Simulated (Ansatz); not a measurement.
Computed with Ansatz on PBE0-D4/def2-TZVP structures; ΔE is electronic, products minus reactants. CBS: MP2 limit from def2 TZ/QZ plus the TZ coupled-cluster correction, frozen cores. Functionals use def2-TZVPP. HSE06 is defined as in plane-wave codes. For Ge outer-core shells are correlated without core-valence functions, which leaves a few kJ/mol of doubt a bond. Scalar relativity is left out up to krypton. One conformer a species, not always the lowest.

Reaction (formal exchange of groups at a C–C bond): `N#CC(N)O[SiH3]` + `[F][GeH2][F]` → `N#[C][GeH]([F])[F]` + `NCO[SiH3]`

| level | ΔE (kJ/mol) |
| --- | --- |
| r2SCAN | -35.5 |
| HSE06 | -34.3 |

(1) What does CCSD(T)/CBS give? (An estimate is asked.)

Largest T1 diagnostic among the species: 0.013.

Answers

(1) The calculation gave: -41.1 kJ/mol. The listed levels differ from it by 5.6, 6.8 kJ/mol.

At CCSD(T), def2-SVP lies +6.7 kJ/mol from the extrapolated value and def2-TZVPP −3.7 kJ/mol. The D4 term adds +3.5 kJ/mol with B3LYP and +2.1 kJ/mol with PBE0; it sums over pairs of atoms, weighted by their polarisabilities, and B3LYP, whose exchange is more repulsive, gets the larger term. Leaving LDA and LC-ωPBE aside and taking each functional with its dispersion term where it has one, the values, not all of them listed here, spread over 11.3 kJ/mol, from B2PLYP to PBE-D4. LDA lies +12.7 kJ/mol from PBE without D4.

B3LYP here is the variant with VWN-RPA as its local correlation; programs differ in this.
